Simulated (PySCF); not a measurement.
As: excitation energy

As [Ar] 3d10 4s2 4p3 (4S) → As [Ar] 3d10 4s2 4p2 5s1 (4P), as a difference of total energies. Computed with PySCF 2.14 in aug-cc-pwCVDZ-PP with ECP10MDF, with a scalar-relativistic core potential. Correlated levels: valence and next inner shell: nothing frozen outside the core potential. The calculations carry no spin-orbit coupling.

```json
{"method": "UHF", "excitation energy (cm⁻¹)": "51882"}
{"method": "MP2 (valence and next inner shell)", "excitation energy (cm⁻¹)": "53066"}
{"method": "SCS-MP2 (valence and next inner shell)", "excitation energy (cm⁻¹)": "52487"}
{"method": "CCSD (valence and next inner shell)", "excitation energy (cm⁻¹)": "52392"}
{"method": "CCSD(T) (valence and next inner shell)", "excitation energy (cm⁻¹)": "52326"}
```

Errors of the correlated levels include the incompleteness of this basis.

For comparison: 52101 cm⁻¹ (measured; NIST levels, between the centres of gravity of the two terms).
